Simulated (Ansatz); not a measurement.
C$_{10}$H$_{7}$Cl, SMILES `Clc1ccc2ccccc2c1`, one more setting.

```yaml
crystal:
  periodic: [false, false, false]
  atoms:
    - {symbol: Cl, position_ang: [3.072776, -2.918651, -0.424986]}
    - {symbol: C, position_ang: [1.855295, -1.651563, -0.589531]}
    - {symbol: C, position_ang: [2.193092, -0.874078, -1.006857]}
    - {symbol: C, position_ang: [1.059711, 0.395471, -1.071389]}
    - {symbol: C, position_ang: [0.004424, 0.648901, -0.522646]}
    - {symbol: C, position_ang: [-0.558606, 1.488211, -0.484371]}
    - {symbol: C, position_ang: [-2.217362, 1.602504, 0.214383]}
    - {symbol: C, position_ang: [-2.251104, 0.465438, 1.124274]}
    - {symbol: C, position_ang: [-1.330959, -0.577516, 0.963023]}
    - {symbol: C, position_ang: [-0.268721, -0.790865, 0.484021]}
    - {symbol: C, position_ang: [0.668177, -1.315700, 0.288883]}
    - {symbol: H, position_ang: [3.312197, -0.470881, -1.864715]}
    - {symbol: H, position_ang: [1.476306, 1.579428, -1.771300]}
    - {symbol: H, position_ang: [-0.654311, 2.464753, -1.209200]}
    - {symbol: H, position_ang: [-2.594552, 2.092686, 0.432139]}
    - {symbol: H, position_ang: [-3.266642, 0.638099, 1.551812]}
    - {symbol: H, position_ang: [-1.625788, -1.622705, 1.935812]}
    - {symbol: H, position_ang: [0.547583, -2.467409, 0.985142]}
basis:
  gaussian: {orbitals: def2-mTZVPP, final_grid: {core_spheres: 8, valence_spheres: 7, degree: 23}}
hamiltonian: {xc: {name: revPBE}}
```

```sh
$ ansatz run in.yaml --threads 4 --pin off --events-out ev --progress --plain --max-ram 66560MiB --backend cpu
```

Output, abridged:

```
Functional definition: revPBE
  name "revPBE"
  cite "Zhang & Yang, Phys. Rev. Lett. 80, 890 (1998) doi:10.1103/PhysRevLett.80.890"
  cite "Perdew, Burke & Ernzerhof, Phys. Rev. Lett. 77, 3865 (1996) doi:10.1103/PhysRevLett.77.3865"
  parameter kappa = 1.245
  parameter beta = 0.06672455060314922
  exchange = pbe_x(kappa = kappa, mu = beta*pi^2/3)
  correlation = pbe_c(beta = beta)
2508 factors; their error is unknown
mean field evaluation 1: about -22852.0534 eV, gradient 1.9e2 eV
mean field evaluation 2: about -19915.3353 eV, gradient 8.0e2 eV
mean field evaluation 4: about -22744.4241 eV, gradient 2.5e2 eV
mean field evaluation 8: about -22961.1148 eV, gradient 1.1e0 eV
mean field evaluation 16: about -22959.5504 eV, gradient 6.9e-1 eV
mean field -22961.08734298 eV, -843.8043962707 hartree, gradient 1.7e-5 eV, S^2 0.000000; 1 other end points of the search recorded, 0 dependent functions left out
reference -22961.08740630 eV, -843.8043985976 hartree; 42, 42 occupied and 210, 210 virtual orbitals, 2508 factors
Total energy: -22961.08740630 eV, -843.8043985976 hartree
```

It took 7 s on 4 threads of an AMD EPYC 7R13 on a shared host, with 0.95 GiB of host memory at the peak.
